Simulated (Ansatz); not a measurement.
A search over several starts for the lowest SCF solution of [AgF4]- (AgF4⁻) at the given spin, in a small basis.

```yaml
crystal:
  periodic: [false, false, false]
  atoms:
    - {symbol: Ag, position_ang: [-0.000001, 0.000005, 0.000001]}
    - {symbol: F, position_ang: [1.919016, -0.025650, 0.004681]}
    - {symbol: F, position_ang: [0.025644, 1.919015, 0.008037]}
    - {symbol: F, position_ang: [-1.919020, 0.025640, -0.004683]}
    - {symbol: F, position_ang: [-0.025640, -1.919000, -0.008036]}
basis:
  gaussian: {orbitals: def2-SVP, initial_orbitals: start.molden}
total_charge: -1
hamiltonian: {xc: pbe0, dispersion: d4}
output: {orbitals: {seedname: orbitals}}
```

The file start.molden holds the orbitals of an earlier run on this structure, at another level or in another basis.

```sh
$ ansatz run in.yaml --threads 4 --pin off --events-out ev --progress --plain --max-ram 3916MiB
```

Output, abridged:

```
Functional definition: PBE0
843 factors; integrals over basis functions are off by at most 4.9e-4 eV
mean field evaluation 1: about -14847.2612 eV, gradient 1.3e1 eV
mean field evaluation 2: about -14847.4984 eV, gradient 2.3e-1 eV
mean field evaluation 4: about -14847.7022 eV, gradient 1.2e-3 eV
mean field evaluation 8: about -14841.9046 eV, gradient 5.4e1 eV
mean field evaluation 16: about -14847.7022 eV, gradient 1.7e-2 eV
mean field -14847.70220812 eV, -545.6429920144 hartree, gradient 3.3e-5 eV, S^2 0.000000; 1 other end points of the search recorded, 0 dependent functions left out
reference -14847.70225373 eV, -545.6429936906 hartree; 28, 28 occupied and 59, 59 virtual orbitals, 843 factors
Total energy: -14847.78390175 eV, -545.6459941999 hartree
```

Hardware: 4 threads of Arm Neoverse V2 on a shared host. Wall time 0.95 s.

In the def2 sets Ag takes a core potential; there is no spin–orbit coupling.
